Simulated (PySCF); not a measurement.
Fill in the blanks.

Species: C₄H₇F₃Si.
SMILES with atom numbers: `[F:1][CH:2]([F:3])[C@@H:4]1[CH2:5][C@H:6]([F:7])[SiH2:8]1` (hydrogens: H9 on C2; H10 on C4; H11, H12 on C5; H13 on C6; H14, H15 on Si8)

Conformer (atom-mapped SMILES and torsion angles): `[F:1][CH:2]([F:3])[C@@H:4]1[CH2:5][C@H:6]([F:7])[SiH2:8]1`: F1–C2–C4–C5 -79°.

| property | level | value |
| --- | --- | --- |
| point group of the GFN2-xTB geometry | GFN2-xTB | C1 |
| rotational constants A, B, C of the GFN2-xTB geometry | GFN2-xTB | ? |
| dipole moment | CAM-B3LYP/def2-SVPD | 3.02 D |
| HOMO energy | CAM-B3LYP/def2-SVPD | -9.62 eV |
| LUMO energy | CAM-B3LYP/def2-SVPD | 0.62 eV |
| lowest singlet excitation | TDDFT CAM-B3LYP/def2-SVPD | 6.91 eV (179 nm, f = 0.034) |
| strongest line among the 8 lowest singlet transitions | TDDFT CAM-B3LYP/def2-SVPD | ? |
| lowest triplet excitation (Tamm–Dancoff) | TDA CAM-B3LYP/def2-SVPD | 6.22 eV |
| static isotropic polarisability | CAM-B3LYP/def2-SVPD | ? |
| electronic spatial extent ⟨r²⟩ about the centre of nuclear charge | CAM-B3LYP/def2-SVPD | 1169 bohr² |

The electronic properties come from PySCF, for the isolated species, density fitting.

Question: Give the strongest line among the 8 lowest singlet transitions.

Answer: S3 at 7.46 eV (166 nm, f = 0.055).

Question: The static isotropic polarisability?

Answer: 72.8 au.

Question: What are the rotational constants A, B, C of the GFN2-xTB geometry?

Answer: 2.546, 1.180, 1.016 GHz.

The largest Löwdin shares of the HOMO are 0.31 on C6, 0.20 on F7, 0.20 on Si8 and 0.07 on C4. The vertical singlet–triplet gap S1 − T1 is 0.69 eV (TDDFT singlet less Tamm–Dancoff triplet; S1: HOMO→LUMO, weight 0.76; T1: HOMO→LUMO, weight 0.87). The principal polarisabilities are 66.2, 73.5 and 78.8 au; their mean is the isotropic value. The rotational constants make it an asymmetric top with κ = (2B − A − C)/(A − C) = -0.79, nearer the prolate limit (−1).

One conformer stands for the species.
